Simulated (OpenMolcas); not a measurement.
**Zr3+: moving or changing the point charges**

Zr3+ among 3 point charges of -2 e arranged as a planar triangle (D3h), 2.19 Å from the ion.

```
Program             : OpenMolcas 26.06
Method              : SS-CASPT2, IPEA 0.25 Eh, imaginary shift 0.1 Eh (closed shells correlated: 4s 4p)
Basis               : ANO-RCC-VDZP [6s5p3d1f]
Scalar Hamiltonian  : DKH2, point nucleus
Active space        : 1 electron in 5 orbitals (4d)
State averaging     : 2S+1 = 2 even, 5 roots
Spin-orbit coupling : state interaction with AMFI integrals over the reference wave functions
```

Runs around this geometry, states (labels of D3, the rotations of D3h). Energies in cm-1 above the lowest state or level, χT in cm3 K/mol.

| R (Å) | q (e) | Ground state | First state of that spin | First gap with spin-orbit (degeneracies) | χT at 300 K |
| --- | --- | --- | --- | --- | --- |
| 2.19 | -1.6 | 2A1 | 2E 6010 | 5870 (2, 2) | 0.325 |
| 2.19 | -2 | 2A1 | 2E 9490 | 9310 (2, 2) | 0.349 |
| 2.39 | -2 | 2A1 | 2E 6460 | 6310 (2, 2) | 0.328 |

Taking the first state of the same spin as R^-n, n = -ln(6460 / 9490) / ln(2.39 / 2.19) = 4.4 between the shortest and longest distance.

Scaling the charges by -1.6 / -2 = 0.80 scales the first state of the same spin by 6010 / 9490 = 0.63; with fixed orbitals a first-order splitting would follow the charge.

Roots that are degenerate in the reference are averaged as groups; the widest CASPT2 spread within a group is 130 cm-1 (the 2-fold group of multiplicity 2 near 18500 cm-1 above the lowest state of its run, R = 2.39, q = -2). Shifts and gaps below about the spread of the groups concerned are not significant. Free-ion shares, where given, are those of the reference states; single-state CASPT2 does not remix them. Point charges carry no covalency, so the field is a model and not that of real ligands. No measured value stands beside these numbers.
